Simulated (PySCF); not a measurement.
C3H12Si3. Atoms are numbered in the order given.

```xyz
18

Si     2.9206     0.2437    -0.4836
C      1.5125    -0.5061     0.5573
C      0.1432     0.1636     0.3659
C     -0.4470     0.1380    -1.0823
Si    -2.3138     0.3841    -0.6630
Si    -1.4143    -0.5371     1.2930
H      2.7157    -0.0003    -1.9550
H      4.2424    -0.3615    -0.0882
H      2.9864     1.7327    -0.2586
H      1.4481    -1.5912     0.3191
H      1.8259    -0.4484     1.6228
H      0.2095     1.2300     0.6847
H     -0.3285    -0.8789    -1.5190
H      0.0266     0.8527    -1.7881
H     -3.3184    -0.3044    -1.5474
H     -2.6777     1.8411    -0.5417
H     -1.4034    -2.0462     1.2746
H     -1.6745    -0.0686     2.7014
```
Charge 0, spin multiplicity 1.

Geometry: PBE-D3(BJ)/def2-SVP. The structure was generated by enumeration; whether it is a known compound was not checked. One conformer was computed; it need not be the lowest.

Calculation: PBE/pcSseg-1 (PySCF).

GIAO shieldings, no solvent; atoms listed in one row are averaged. δ = σ(ref) − σ: ²⁹Si against TMS (σ = 335.4 ppm); ¹³C against TMS (σ = 182.0 ppm); ¹H against TMS (σ = 31.49 ppm), references at their B3LYP-D3(BJ)/def2-TZVP geometries, non-relativistic.

```csv
nucleus,atoms,count,δ (ppm)
²⁹Si,Si6,1,-37.5
²⁹Si,Si5,1,-65.6
²⁹Si,Si1,1,-70.6
¹³C,C3,1,35.0
¹³C,C2,1,25.2
¹³C,C4,1,25.2
¹H,H18,1,5.17
¹H,H15,1,4.88
¹H,H17,1,4.75
¹H,H16,1,4.75
¹H,"H7, H8, H9",3,4.38
¹H,H12,1,2.42
¹H,H14,1,2.41
¹H,H11,1,1.79
¹H,H13,1,1.67
¹H,H10,1,1.58
```
